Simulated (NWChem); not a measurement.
System: BSiH5O2; SMILES OBO[SiH3]

Input file for NWChem:

```
start job
memory heap 200 mb stack 900 mb global 1100 mb
geometry units angstroms noautoz
  B     -0.438594     1.177887     0.000625
  H     -1.645466     1.084765     0.002649
  O      0.099339     2.416459     0.000151
  H      1.063975     2.382616    -0.001586
  O      0.371767     0.081161    -0.001214
  Si     0.064218    -1.563936     0.000430
  H     -1.406332    -1.819397     0.003813
  H      0.687209    -2.158902     1.215822
  H      0.681814    -2.160357    -1.217005
end
basis spherical
  * library aug-cc-pvdz
end
dft
  xc b3lyp
  iterations 150
  vectors input atomic output neutral.movecs
end
task dft energy
charge 1
dft
  odft
  mult 2
  vectors input atomic output cation.movecs
end
task dft energy
charge -1
dft
  odft
  mult 2
  vectors input atomic output anion.movecs
end
task dft energy
```

The geometry was optimised at PBE0/def2-SVP. B3LYP is NWChem's, with the RPA form of VWN correlation.

Ions are spin-unrestricted doublets at the neutral geometry; other ion states weren't tried.

**Question.** What results follow from this input? (B3LYP/aug-cc-pVDZ, vertical spin-unrestricted ions.) Quantities: vertical ionisation energy, ΔSCF (eV); −ε(HOMO) (eV).

**Answer.** 
| Quantity | Result |
|---|---|
| vertical ionisation energy, ΔSCF (eV) | 11.15 |
| −ε(HOMO) (eV) | 8.86 |
